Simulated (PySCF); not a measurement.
# Reading the logs of faulty runs: BH5NSi2

All numbers below are calculated, not measured. The program is PySCF 2.14.0, an open-source quantum chemistry code, run on an isolated molecule that a program drew, which may never have been made. The molecule is BH5NSi2 (charge 0, doublet), drawn as the SMILES string `B=N[SiH2][SiH2]`.

Each row is a Hartree-Fock (HF) and frozen-core CCSD(T) single point in the cc-pV(D+d)Z basis, meant for a local HF minimum. Run 1 is clean. Each other run has one planted mistake out of seven kinds, and not every kind appears here: one electron removed, one electron added, multiplicity raised by two, geometry at a saddle point, minimal basis STO-3G, one bond length entered in bohr, all coordinates scaled. The reference is restricted for singlets and unrestricted otherwise, and also for a bond in bohr. Adding or removing an electron swaps singlet and doublet. Electrons count all cores. HOMO and LUMO are orbital energies over both spins, the gradient is its largest component, and the lowest frequency (negative if imaginary) is given only where the gradient is small. Bond lengths are over the 8 bonds as drawn. T1 is the CCSD diagnostic: over 0.02 (restricted) or 0.045 (unrestricted) a single reference is doubtful.

Geometry of the clean run:
```xyz
9
BH5NSi2, angstrom
B    -2.4321   -1.8024   -1.8989
N    -1.7834   -1.5324   -0.8749
Si   -0.8595   -1.1361    0.5113
Si    1.0111    0.2046   -0.0007
H    -3.0470   -2.0594   -2.8629
H    -1.7039   -0.4015    1.4807
H    -0.3765   -2.3761    1.1606
H     2.0011   -0.4583   -0.8867
H     0.6618    1.5330   -0.5643
```

```
run,electrons,basis functions,<S^2>,HOMO (eV),LUMO (eV),gradient (hartree/bohr),lowest frequency (cm^-1),mean bond (Å),longest bond (Å),T1,HF (hartree),CCSD(T) (hartree),mistake
1,45,99,0.758,-8.57,1.24,1.8e-05,104,1.5518,2.358,0.0167,-659.92317,-660.40841,no fault
2,45,33,0.754,-6.10,6.27,7.0e-02,-,1.5518,2.358,0.0166,-652.22121,-652.45847,minimal basis STO-3G
3,46,99,0.000,-0.65,7.50,4.5e-02,-,1.5518,2.358,0.0181,-659.90951,-660.43298,one electron added
4,45,99,1.377,-8.61,0.79,2.2e-02,-,1.7170,2.806,0.0391,-659.81955,-660.29459,?
5,45,99,0.758,-8.60,1.18,2.6e-02,-,1.5860,2.410,0.0174,-659.91877,-660.40808,?
```

**Which mistake was planted in run 4, and what did it cost?**

The mean bond changes by a factor of 1.106 and the longest by 1.190, so the molecule wasn't scaled as a whole. A length L in bohr read as angstrom grows by (1/0.5292 - 1) L = 0.890 L. The 8 bonds together grew by 8 x 0.1652 = 1.322 Å, which gives L = 1.485 Å. That is the length of one of the H-Si bonds, 1.485 Å in the clean geometry. So the mistake is: one bond length entered in bohr. Subtracting run 1 and multiplying by 627.51 kcal/mol a hartree, the energy moved by 65.0 kcal/mol in HF and 71.4 kcal/mol in CCSD(T).

**Which mistake was planted in run 5, and what did it cost?**

The mean and the longest bond both change by the same factor, 1.022, and the gradient is no longer small. So the mistake is: all coordinates scaled. Subtracting run 1 and multiplying by 627.51 kcal/mol a hartree, the energy moved by 2.8 kcal/mol in HF and 0.2 kcal/mol in CCSD(T).

